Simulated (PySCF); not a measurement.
Species: C4H5Br.
SMILES with atom numbers: `[Br:1][C@:2]12[CH2:3][C@H:4]1[CH2:5]2` (hydrogens: H6, H7 on C3; H8 on C4; H9, H10 on C5)

Method used: PySCF 2.14.0, PBE0-D3(BJ)/def2-SVP geometry optimisation, gas phase.

Task: Give the optimised bond lengths and angles.

Result: 
| bond | length (pm) | order |
| --- | --- | --- |
| Br1–C2 | 187.7 | single |
| C2–C3, C2–C5 | 148.7 | single |
| C3–C4, C4–C5 | 149.9 | single |
| C2–C4 | 146.6 | single |
| C3–H6, C5–H10 | 110.1 | single |
| C3–H7, C5–H9 | 109.5 | single |
| C4–H8 | 108.9 | single |

Bonds in one row agree within 1 pm and their mean is given. Orders are formal, as drawn. A selection of angles:
| angle | degrees |
| --- | --- |
| Br1–C2–C3 | 129.8 |
| Br1–C2–C4 | 132.9 |
| C3–C2–C4 | 61.0 |
| C3–C2–C5 | 99.8 |
| C2–C3–C4 | 58.8 |
| C2–C3–H6 | 119.7 |
| C2–C3–H7 | 116.1 |
| C4–C3–H6 | 120.1 |
| C4–C3–H7 | 116.3 |
| H6–C3–H7 | 114.7 |
| C3–C4–C5 | 98.7 |
| C3–C4–H8 | 130.0 |
| C2–C4–C3 | 60.2 |
| C2–C4–H8 | 131.3 |

Torsions: Br1–C2–C3–C4 -123° (anticlinal); C2–C3–C4–C5 -48° (synclinal); C3–C4–C5–C2 48° (synclinal); Br1–C2–C4–C3 119° (anticlinal); Br1–C2–C5–C4 123° (anticlinal).

The 3-membered ring C2–C3–C4 has internal angles of 58.8° to 61.0°. Of the pairs four or more bonds apart, H6···H10 is among the closest relative to their van der Waals radii: 2.50 Å, 104 % of the sum of Bondi's values. The 5 C–C bonds span 1.466 Å (C2–C4, drawn single) to 1.499 Å (C3–C4, drawn single), a spread of 0.033 Å. The 3-membered ring C2–C4–C5 has internal angles of 58.8° to 61.0°.

Point group: Cs (every atom within 0.08 Å of its image). Not checked by PBE0-D3(BJ)/def2-SVP frequencies.

On one thread, Arm Neoverse N1 (aarch64), shared host, this took 70 s and 0.50 GiB of memory at its peak. This is the geometry optimisation.
